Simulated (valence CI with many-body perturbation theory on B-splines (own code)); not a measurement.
Mn⁴⁺: E2, M1 decay

Calculated by configuration interaction combined with many-body perturbation theory (CI+MBPT): three valence electrons over a frozen Dirac-Fock core [Ar], a basis of 9 s, 9 p, 10 d, 8 f, 5 g, 3 h, 1 i functions for each j, with the one-electron correlation potential Σ1, the two-electron term Σ2, the three-electron term Σ3, Breit, model QED; selected CI, second order for the rest, scaled by the run's own slope (own B-spline code, finite nucleus).

Against 62 measured levels this calculation errs by 835 cm⁻¹ on average and by 1518 at most. These come from a selection out of Corliss and Sugar, J. Phys. Chem. Ref. Data 6, 1253 (1977). Levels without a partner in it may be off by more, other configurations by 1,000 to 8,000 cm⁻¹.

Lines 1 to 50 of 119 in falling wavelength, among levels below 33.573 eV, chosen from the decays that carry over 1 % of a level's rate. Wavelengths and rates use the calculated energies, so an error of 800 cm⁻¹ moves a line at 6110 nm by 49 % and its rate by three times that or more. Electric multipoles are in the length gauge, E1 and E2 with the static RPA response of the core. S is in atomic units (e²a₀⁴ for E2 and M2, e²a₀⁶ for E3), for M1 in squared Bohr magnetons. Weak lines are less certain than strong ones. Lines between different terms over intervals too small for the method are left out, as are lines whose strength nearly cancels and 1 of this kind that miss the measured wavelength by over 7 %.

Names give the largest LS component (configuration and term), which can be under half, so a name can repeat, a term be missing and a line seem to break the LS rules; names also repeat where a configuration has a term twice. Letters in brackets count levels of one name in rising energy.

```tsv
λ vac (nm)	λ from measured levels	Upper	Lower	Type	A (s⁻¹)	S (a.u.)
28240	27860	3d3 4F_5/2	3d3 4F_3/2	M1	1.92e-03	9.63e+00
28140	27860	3d3 2H_11/2	3d3 2H_9/2	M1	5.46e-04	5.41e+00
22110	22030	3d3 4P_5/2	3d3 4P_3/2	M1	1.48e-03	3.56e+00
21100	21000	3d3 4F_7/2	3d3 4F_5/2	M1	4.63e-03	1.29e+01
17380	17330	3d3 4F_9/2	3d3 4F_7/2	M1	5.16e-03	1.00e+01
6110	6294	3d3 2D_3/2 [a]	3d3 2P_1/2	M1	1.38e-02	4.66e-01
5725	5844	3d3 2D_5/2 [a]	3d3 2P_3/2	M1	2.03e-02	8.45e-01
5669	5709	3d3 2D_3/2 [a]	3d3 2P_3/2	M1	3.65e-02	9.85e-01
1700	1704	3d3 2P_3/2	3d3 4P_5/2	M1	4.94e-02	3.60e-02
1578	1581	3d3 2P_3/2	3d3 4P_3/2	M1	8.31e-02	4.85e-02
1545	1442	3d3 2H_11/2	3d3 2G_9/2	M1	4.37e-02	7.17e-02
1540	1542	3d3 2P_3/2	3d3 4P_1/2	M1	3.74e-02	2.02e-02
1512	1412	3d3 2H_9/2	3d3 2G_7/2	M1	4.56e-02	5.84e-02
1510	1504	3d3 2P_1/2	3d3 4P_1/2	M1	1.48e-01	3.77e-02
1311	1319	3d3 2D_5/2 [a]	3d3 4P_5/2	M1	2.46e-02	1.23e-02
1308	1312	3d3 2D_3/2 [a]	3d3 4P_5/2	M1	5.80e-02	1.92e-02
647.6	633.2	3d3 2F_7/2	3d3 2D_5/2 [a]	E2	2.10e-02	1.71e+00
636.9	623.6	3d3 2F_5/2	3d3 2D_3/2 [a]	E2	1.79e-02	1.01e+00
636.2	622.0	3d3 2F_5/2	3d3 2D_5/2 [a]	M1	1.32e-02	7.57e-04
636.2	622.0	3d3 2F_5/2	3d3 2D_5/2 [a]	E2	5.12e-03	2.86e-01
625.5	662.7	3d3 2F_7/2	3d3 2H_11/2	E2	4.98e-02	3.40e+00
619.4	639.5	3d3 4P_5/2	3d3 4F_9/2	E2	4.60e-02	2.24e+00
615.1	606.8	3d3 2G_7/2	3d3 4F_9/2	M1	5.54e-03	3.82e-04
614.7	634.5	3d3 4P_3/2	3d3 4F_7/2	E2	3.41e-02	1.07e+00
603.0	622.1	3d3 4P_1/2	3d3 4F_5/2	E2	2.94e-02	4.18e-01
601.6	635.6	3d3 2F_5/2	3d3 2H_9/2	E2	6.42e-02	2.71e+00
598.1	616.8	3d3 4P_5/2	3d3 4F_7/2	E2	1.75e-02	7.17e-01
597.3	615.9	3d3 4P_3/2	3d3 4F_5/2	E2	2.81e-02	7.63e-01
596.8	588.7	3d3 2G_9/2	3d3 4F_9/2	M1	2.49e-01	1.96e-02
594.0	586.3	3d3 2G_7/2	3d3 4F_7/2	M1	1.03e-01	6.42e-03
590.4	608.5	3d3 4P_1/2	3d3 4F_3/2	E2	4.92e-02	6.30e-01
584.9	602.6	3d3 4P_3/2	3d3 4F_3/2	E2	1.02e-02	2.51e-01
584.9	602.6	3d3 4P_3/2	3d3 4F_3/2	M1	8.66e-04	2.57e-05
581.8	571.3	3d3 2F_7/2	3d3 2P_3/2	E2	1.51e-02	7.19e-01
581.6	599.2	3d3 4P_5/2	3d3 4F_5/2	E2	4.50e-03	1.60e-01
577.8	570.3	3d3 2G_7/2	3d3 4F_5/2	M1	9.43e-02	5.39e-03
576.9	569.4	3d3 2G_9/2	3d3 4F_7/2	M1	9.82e-02	6.99e-03
576.8	567.4	3d3 2F_5/2	3d3 2P_1/2	E2	9.89e-03	3.38e-01
445.3	454.0	3d3 2F_7/2	3d3 2G_9/2	E2	1.03e-01	1.28e+00
445.3	454.0	3d3 2F_7/2	3d3 2G_9/2	M1	5.02e-02	1.31e-03
441.1	456.6	3d3 2D_5/2 [b]	3d3 2F_5/2	M1	2.38e-01	4.54e-03
437.2	424.4	3d3 2H_9/2	3d3 4F_9/2	M1	1.89e-03	5.84e-05
436.5	451.5	3d3 2D_3/2 [b]	3d3 2F_5/2	E2	4.06e-01	2.29e+00
435.7	450.8	3d3 2D_5/2 [b]	3d3 2F_7/2	E2	4.09e-01	3.44e+00
435.6	443.8	3d3 2F_7/2	3d3 2G_7/2	M1	1.05e-01	2.57e-03
435.6	443.8	3d3 2F_7/2	3d3 2G_7/2	E2	1.01e-02	1.13e-01
433.3	443.3	3d3 2P_3/2	3d3 4F_5/2	M1	1.89e-01	2.28e-03
430.4	438.3	3d3 2F_5/2	3d3 2G_7/2	E2	1.16e-01	9.17e-01
430.4	438.3	3d3 2F_5/2	3d3 2G_7/2	M1	6.13e-02	1.09e-03
426.8	436.3	3d3 2P_3/2	3d3 4F_3/2	M1	1.16e-01	1.34e-03
```
